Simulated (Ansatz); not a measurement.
Ansatz (an electronic-structure program) job for Cs(I) cation (CsI), SMILES [I][Cs] (connectivity only; charge and spin as stated), charge +1, multiplicity 2, B3LYP-D3(BJ)/def2-TZVPD. 

Ansatz 0.2 input:
```yaml
crystal:
  periodic: [false, false, false]
  atoms:
    - {symbol: Cs, position_ang: [0.00000000, 0.00000000, -1.82879339]}
    - {symbol: I, position_ang: [0.00000000, 0.00000000, 1.89780446]}
basis:
  gaussian:
    orbitals: def2-TZVPD
hamiltonian:
  xc: b3lyp
  dispersion: d3bj
total_charge: 1
magnetization: {spin_polarized: true, initial_magnetization: 1}
relax: {f_tol: 0.002, max_steps: 200}
```

It prints:

```
WARN ansatz: RAYON_NUM_THREADS=1 ignored (pool sized by the plan → 1); use --threads N
Functional definition: B3LYP
integrals: 0.03 GiB planned
752 factors; their error is unknown
mean field: 0.34 GiB planned
mean field evaluation 1: about -8645.3921 eV, gradient 1.8e1 eV
mean field evaluation 2: about -8646.1986 eV, gradient 1.7e1 eV
mean field evaluation 4: about -8647.1919 eV, gradient 1.1e-1 eV
mean field evaluation 8: about -8647.3873 eV, gradient 4.0e-2 eV
mean field evaluation 16: about -8647.3873 eV, gradient 3.6e-5 eV
mean field evaluation 32: about -8647.1652 eV, gradient 6.3e0 eV
mean field -8647.38729386 eV, -317.7856216397 hartree, gradient 2.4e-6 eV, S^2 0.752334; 2 other end points of the search recorded, 0 dependent functions left out
the calculation of the forces begins
reference -8647.38750839 eV, -317.7856295236 hartree; 17, 16 occupied and 74, 75 virtual orbitals, 752 factors
relax step   1: F+E_penalty+E_count = -8647.45297990 eV  Δ(F+E_penalty+E_count) = +0.000e0 eV  max|allowed force component| = 2.602e-1 eV/Å  Δτ_max = 0.0000 Å  (86 SCF iters, accepted)
these checks for a lower state are left out or cut short: starts, cluster_reference, orbital_swaps, neighbouring_geometries, increment
integrals: 0.03 GiB planned
752 factors; their error is unknown
mean field: 0.34 GiB planned
mean field -8647.39660063 eV, -317.7859636571 hartree, gradient 7.1e-6 eV, S^2 0.752336; 0 other end points of the search recorded, 0 dependent functions left out
the calculation of the forces begins
reference -8647.39681581 eV, -317.7859715651 hartree; 17, 16 occupied and 74, 75 virtual orbitals, 752 factors
relax step   2: F+E_penalty+E_count = -8647.46200333 eV  Δ(F+E_penalty+E_count) = -9.023e-3 eV  max|allowed force component| = 2.148e-1 eV/Å  Δτ_max = 0.0190 Å  (47 SCF iters, accepted)
these checks for a lower state are left out or cut short: starts, cluster_reference, orbital_swaps, neighbouring_geometries, increment
integrals: 0.03 GiB planned
752 factors; their error is unknown
mean field: 0.34 GiB planned
mean field -8647.42138408 eV, -317.7868744324 hartree, gradient 1.1e-5 eV, S^2 0.752348; 0 other end points of the search recorded, 0 dependent functions left out
the calculation of the forces begins
reference -8647.42160231 eV, -317.7868824520 hartree; 17, 16 occupied and 74, 75 virtual orbitals, 752 factors
relax step   3: F+E_penalty+E_count = -8647.48558598 eV  Δ(F+E_penalty+E_count) = -2.358e-2 eV  max|allowed force component| = 6.320e-2 eV/Å  Δτ_max = 0.0899 Å  (46 SCF iters, accepted)
these checks for a lower state are left out or cut short: starts, cluster_reference, orbital_swaps, neighbouring_geometries, increment
integrals: 0.03 GiB planned
752 factors; their error is unknown
mean field: 0.34 GiB planned
mean field evaluation 64: about -8647.2291 eV, gradient 7.2e-3 eV
mean field -8647.42533192 eV, -317.7870195127 hartree, gradient 1.0e-5 eV, S^2 0.752357; 0 other end points of the search recorded, 0 dependent functions left out
the calculation of the forces begins
reference -8647.42555307 eV, -317.7870276398 hartree; 17, 16 occupied and 74, 75 virtual orbitals, 752 factors
relax step   4: F+E_penalty+E_count = -8647.48949889 eV  Δ(F+E_penalty+E_count) = -3.913e-3 eV  max|allowed force component| = 7.991e-3 eV/Å  Δτ_max = 0.0900 Å  (52 SCF iters, accepted)
these checks for a lower state are left out or cut short: starts, cluster_reference, orbital_swaps, neighbouring_geometries, increment
integrals: 0.03 GiB planned
752 factors; their error is unknown
mean field: 0.34 GiB planned
mean field -8647.42564400 eV, -317.7870309815 hartree, gradient 8.2e-6 eV, S^2 0.752356; 0 other end points of the search recorded, 0 dependent functions left out
the calculation of the forces begins
reference -8647.42586468 eV, -317.7870390912 hartree; 17, 16 occupied and 74, 75 virtual orbitals, 752 factors
relax step   5: F+E_penalty+E_count = -8647.48963818 eV  Δ(F+E_penalty+E_count) = -1.393e-4 eV  max|allowed force component| = 1.062e-3 eV/Å  Δτ_max = 0.0149 Å  (53 SCF iters, accepted)
these checks for a lower state are left out or cut short: starts, cluster_reference, orbital_swaps, neighbouring_geometries, increment
integrals: 0.03 GiB planned
752 factors; their error is unknown
mean field: 0.34 GiB planned
mean field evaluation 96: about -8647.4257 eV, gradient 3.9e-5 eV
mean field -8647.42566385 eV, -317.7870317109 hartree, gradient 8.2e-6 eV, S^2 0.752356; 0 other end points of the search recorded, 0 dependent functions left out
the calculation of the forces begins
reference -8647.42588446 eV, -317.7870398179 hartree; 17, 16 occupied and 74, 75 virtual orbitals, 752 factors
relax step   6: F+E_penalty+E_count = -8647.48964023 eV  Δ(F+E_penalty+E_count) = -2.049e-6 eV  max|allowed force component| = 1.693e-4 eV/Å  Δτ_max = 0.0023 Å  (53 SCF iters, accepted)
integrals: 0.03 GiB planned
752 factors; their error is unknown
mean field: 0.34 GiB planned
mean field evaluation 128: about -8647.4257 eV, gradient 4.9e-6 eV
mean field -8647.42566385 eV, -317.7870317109 hartree, gradient 8.2e-6 eV, S^2 0.752356; 3 other end points of the search recorded, 0 dependent functions left out
the calculation of the forces begins
reference -8647.42588446 eV, -317.7870398179 hartree; 17, 16 occupied and 74, 75 virtual orbitals, 752 factors
Total energy: -8647.48986083 eV, -317.7893909063 hartree
Atom 0 at    -0.000000     0.000000    -2.010613 Å, force     0.000000    -0.000000    -0.000169 eV/Å
Atom 1 at     0.000000    -0.000000     2.079624 Å, force    -0.000000     0.000000     0.000169 eV/Å
Dipole moment:    -0.000000    -0.000000    -1.657498 e Å
```

The run converged.
